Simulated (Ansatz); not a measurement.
A structure drawn as `S[SiH]1[SiH2]P1`, with this starting geometry:

Cartesian coordinates in Å:
```
S 2.322 0.836 -0.648
Si 0.501 -0.097 -0.881
Si -0.332 -1.165 0.867
P -0.950 0.960 0.517
H 1.886 2.036 -0.167
H -0.142 0.042 -2.230
H -1.615 -2.006 0.689
H 0.394 -1.314 2.087
H -2.063 0.708 -0.234
```

Total charge 0; spin multiplicity 1.

Does it keep its bonds when Ansatz relaxes it at PBE-D4/def2-SVP and then PBE0-D4/def2-TZVP?

Yes, every drawn bond is still there and no new one forms.

Give the relaxed structure. (Best estimate.)

Ansatz gave: 
Z-matrix (Å, degrees):
```
Si
Si 1 2.259
P 1 2.275 2 60.5
S 1 2.125 2 115.5 3 105.7
H 1 1.482 2 122.7 3 -103.8
H 2 1.481 1 122.1 3 104.6
H 2 1.480 1 119.0 3 -102.8
H 3 1.426 1 89.3 2 -90.1
H 4 1.346 1 95.5 2 -135.7
```
All modes are real.

Atoms count as bonded under 1.1 times the sum of their covalent radii (H–H under 0.85 Å, pairs among N, O and F under 1.55 Å), and a drawn bond as lost past 1.3 times.
